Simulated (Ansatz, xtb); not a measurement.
# Two isomers of C6H10NO+

Structure X is `CCc1coc[n+]1C`, a singlet and structure Y is `CCc1c[n+](C)co1`, a singlet. Both are isolated ions in the gas phase, relaxed with PBE0-D3(BJ)/def2-SVP; the shapes shown needn't be the lowest conformers.

X (Å):

```xyz
18

C     1.7463    1.2562    2.0192
C     0.8326    0.4497    1.1098
C     0.0679    1.2961    0.1581
C     0.0368    2.6396   -0.0375
C    -1.3362    1.7917   -1.4618
C    -1.1530   -0.6246   -0.9687
N    -0.8336    0.7830   -0.7823
O    -0.8383    2.9157   -1.0430
H     2.4975    1.8165    1.4430
H     1.1768    1.9657    2.6378
H     2.2856    0.5845    2.6994
H     0.1159   -0.1384    1.7094
H     1.4184   -0.2862    0.5317
H     0.5444    3.4804    0.4259
H    -2.0667    1.7619   -2.2700
H    -1.8895   -0.7239   -1.7743
H    -1.5705   -1.0314   -0.0385
H    -0.2412   -1.1744   -1.2364
```

Y (Å):

```tsv
atom	x (Å)	y (Å)	z (Å)
C	0.6416	0.3027	-3.2418
C	1.1228	-0.6792	-2.1748
C	0.2340	-0.7472	-0.9971
C	0.3773	-0.4970	0.3305
C	-1.1715	-0.6055	2.3331
C	-1.6814	-1.1158	-0.0353
N	-0.8578	-0.7423	0.9169
O	-1.0710	-1.1298	-1.1860
H	1.3390	0.2975	-4.0901
H	0.5909	1.3286	-2.8496
H	-0.3517	0.0251	-3.6228
H	2.1253	-0.4110	-1.8104
H	1.2045	-1.6951	-2.5978
H	1.2410	-0.1712	0.9044
H	-0.5277	-1.2791	2.9136
H	-2.2222	-0.8703	2.4974
H	-1.0015	0.4338	2.6434
H	-2.7326	-1.3885	0.0531
```

**Question.** Estimate which is lower in electronic energy at CCSD(T)/def2-SVP + ΔMP2/def2-TZVPP, and by roughly how much.

**Answer.** Too close to call at this level: CCSD(T)/def2-SVP + ΔMP2/def2-TZVPP gives E(Y) − E(X) = −0.062 eV.

The same difference at several levels:

| level | geometry | E(Y) − E(X) (eV) | departure from the last row (eV) | job, with rough time for the two |
| --- | --- | --- | --- | --- |
| GFN2-xTB | GFN2-xTB | −0.027 | +0.035 | optimisation, 0.16 s |
| HF/STO-3G | GFN2-xTB | −0.076 | −0.014 | single point, 0.42 s |
| r2SCAN-D4/def2-SVP | GFN2-xTB | −0.029 | +0.033 | single point, 4.5 s |
| PBE0-D3(BJ)/def2-SVP | PBE0-D3(BJ)/def2-SVP | −0.060 | +0.001 | optimisation, 56 s |
| HF/def2-SVP | PBE0-D3(BJ)/def2-SVP | −0.112 | −0.050 | part of the CCSD(T) run |
| MP2/def2-SVP | PBE0-D3(BJ)/def2-SVP | −0.070 | −0.008 | part of the CCSD(T) run |
| CCSD(T)/def2-SVP | PBE0-D3(BJ)/def2-SVP | −0.067 | −0.006 | single point |
| CCSD(T)/def2-SVP + ΔMP2/def2-TZVPP | PBE0-D3(BJ)/def2-SVP | −0.062 |  | single point, 2.5 min |

As drawn, both hold the same kinds of bond in the same numbers.

The largest departure from CCSD(T)/def2-SVP + ΔMP2/def2-TZVPP is that of HF/def2-SVP, 0.050 eV. The last row adds to CCSD(T) the change of the MP2 difference between the two basis sets, here +0.006 eV.

With thermal terms from frequencies at re-optimised GFN2-xTB minima (ideal gas, soft modes damped towards free rotors, one conformer each, 298.15 K, 1 atm): the zero-point term adds −0.004 eV; ΔH is −0.058 and ΔG −0.081 eV.

The correlated steps freeze 8 core orbitals. Run with Ansatz 0.2.0, xtb 6.7.1; the last row on 4 threads of Arm Neoverse V2 on a shared host.
